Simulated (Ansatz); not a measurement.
The same molecule with X = F, Cl, Br. Ansatz, PBE0-D4/def2-TZVP geometries, multiplicity 1. Each molecule was computed in one conformer, which needn't be the lowest.

Scalar relativity is left out up to krypton.

```
 X              molecule  mean X–Ga bond length / Å  HOMO energy (PBE/def2-TZVPP) / eV  HOMO energy (PBE0/def2-TZVPP) / eV  size of the dipole moment (PBE/def2-TZVPP) / D
Cl  `[OH][Ga]([SH])[Cl]`                      2.139                              -6.86                               -8.13                                            0.45
Br  `[OH][Ga]([SH])[Br]`                      2.265                              -6.85                               -8.12                                            2.59
```

(1) Give the row for X = F, `[OH][Ga]([F])[SH]`. (Best estimate.)

Results:

(1) Computed: 
```csv
X,molecule,mean X–Ga bond length / Å,HOMO energy (PBE/def2-TZVPP) / eV,HOMO energy (PBE0/def2-TZVPP) / eV,size of the dipole moment (PBE/def2-TZVPP) / D
F,`[OH][Ga]([F])[SH]`,1.750,-6.93,-8.21,1.33
```

From F to Br the mean X–Ga bond length rises at each step, by 0.515 Å in all; the HOMO energy (PBE/def2-TZVPP) rises at each step, by 0.08 eV in all; the HOMO energy (PBE0/def2-TZVPP) rises at each step, by 0.09 eV in all. Bonds lengthen as the atom grows down the group. Dipoles are sizes alone, and their direction can turn along the series.

Spin–orbit coupling is left out; it splits and shifts lone-pair levels of the heavy atoms by tenths of an eV.
